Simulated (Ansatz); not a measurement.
Compare A (`[NH2][Al]1[O][GeH2]1`) with its isomer B (`[NH2][GeH]1[O][AlH]1`).

Calculated with Ansatz (gas phase, PBE0-D4/def2-TZVP geometries, no zero-point term in ΔE). CCSD(T)/CBS adds triple-zeta CCSD(T) − MP2 to the extrapolated MP2 energy (def2 sets, frozen cores). Functionals use def2-TZVPP. B3LYP here is the variant with VWN-RPA as its local correlation; programs differ in this. For Ge outer-core shells are correlated without core-valence functions, which leaves a few kJ/mol of doubt a bond. Scalar relativity is left out up to krypton. Each species was taken in one conformer, which may not be the lowest.

A:

Z-matrix (Å, degrees):
```
Ge
Al 1 2.320
O 1 1.877 2 46.4
H 1 1.545 2 125.9 3 84.3
H 1 1.545 2 125.9 3 -84.3
N 2 1.753 1 168.6 3 180.0
H 6 1.008 2 124.7 1 -179.9
H 6 1.006 2 124.6 1 0.1
```

B:

Z-matrix (Å, degrees):
```
Ge
O 1 1.896
Al 1 2.331 2 46.0
N 1 1.822 2 114.7 3 -118.4
H 1 1.543 2 108.8 3 125.7
H 3 1.577 1 168.5 2 -176.3
H 4 1.009 1 116.8 2 -82.9
H 4 1.008 1 117.5 2 52.2
```

(1) Which is lower in electronic energy at CCSD(T)/CBS, and by how much? (An estimate is asked.)

(2) Give E(B) − E(A) in kJ/mol with BLYP-D4, HF/def2-TZVPP, PBE0-D4, LDA (SPW92), B3LYP-D4, CCSD/def2-TZVPP, CCSD(T)/def2-SVP. (An estimate is asked.)

(3) Does the order hold for the free energy at 298.15 K (harmonic terms from PBE0-D4)? (Best estimate.)

Largest T1 diagnostic: 0.015.

## Answers

(1) Computed: A, by 66.6 kJ/mol.

(2) Computed: BLYP-D4 64.6, HF/def2-TZVPP 71.2, PBE0-D4 66.8, LDA (SPW92) 65.6, B3LYP-D4 68.0, CCSD/def2-TZVPP 68.3, CCSD(T)/def2-SVP 69.3. None reverses the order clearly.

(3) The calculation gave: Yes: G(B) − G(A) = +66.1 kJ/mol, for one conformer each.

In def2-TZVPP, CCSD(T) changes the Hartree–Fock value by −5.2 kJ/mol (the triples alone add −2.2 kJ/mol) and MP2 by −5.1 kJ/mol. Leaving LDA and LC-ωPBE aside and taking each functional with its dispersion term where it has one, the values, not all of them listed here, spread over 10.6 kJ/mol, from revPBE-D4 to r2SCAN0-D4.
